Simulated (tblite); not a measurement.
Compound: 1,3-cyclopentanedione, C5H6O2.
Bonds: O1–C2 (double), C2–C3, C3–C4, C4–C5, C5–O6 (double), C5–C7, C2–C7. Hydrogens: H8, H9 on C3; H10, H11 on C4; H12, H13 on C7.

Computed with GFN2-xTB (tblite), gas phase: Langevin dynamics at 300 K from the optimised GFN2-xTB geometry, time step 0.5 fs, friction 0.01 fs⁻¹, 2000 steps.

Start geometry:
```
atom  x, y, z in Å
O1      1.208   -2.119   -0.509
C2      0.650   -1.077   -0.302
C3     -0.851   -0.869   -0.287
C4     -1.096    0.507    0.319
C5      0.231    1.240    0.285
O6      0.385    2.413    0.485
C7      1.326    0.247   -0.027
H8     -1.341   -1.679    0.253
H9     -1.196   -0.918   -1.323
H10    -1.862    1.084   -0.198
H11    -1.399    0.436    1.366
H12     1.916    0.570   -0.887
H13     2.025    0.165    0.808
```

The statistics below take the 31 frames saved every 25 fs from 250 to 1000 fs; their kinetic temperature (all 3N coordinates) averages 335 K.

**Question.** How do the bond lengths spread?

**Answer.** 
```
  bond  start (Å)  mean (Å)  standard deviation (Å)  shortest (Å)  longest (Å)
 O1=C2      1.200     1.200                   0.015         1.171        1.236
 C2–C3      1.516     1.518                   0.030         1.459        1.577
 C3–C4      1.523     1.534                   0.034         1.480        1.605
 C4–C5      1.516     1.528                   0.033         1.460        1.602
 C5=O6      1.200     1.202                   0.019         1.167        1.245
 C5–C7      1.511     1.515                   0.034         1.433        1.582
 C2–C7      1.511     1.510                   0.029         1.459        1.577
 C3–H8      1.090     1.097                   0.038         1.006        1.178
 C3–H9      1.093     1.100                   0.035         1.041        1.183
C4–H10      1.090     1.096                   0.035         1.039        1.158
C4–H11      1.093     1.094                   0.026         1.036        1.139
C7–H12      1.092     1.100                   0.042         1.007        1.177
C7–H13      1.092     1.099                   0.039         1.024        1.181
```

**Question.** How widely does the potential energy scatter, against a harmonic estimate?

**Answer.** Mean 0.47 eV above the start, standard deviation 0.101 eV, range 0.24 to 0.65 eV. For 33 classical harmonic modes at 300 K the canonical values are 33kT/2 = 0.43 eV and kT·√(33/2) = 0.105 eV.

The run is classical and short, so these are rough statistics of one trajectory.

What follows is the cost of the whole dynamics run. Hardware: Arm Neoverse N1, one thread, no GPU (shared host). Cost: 13 s, 0.18 GiB resident at most.
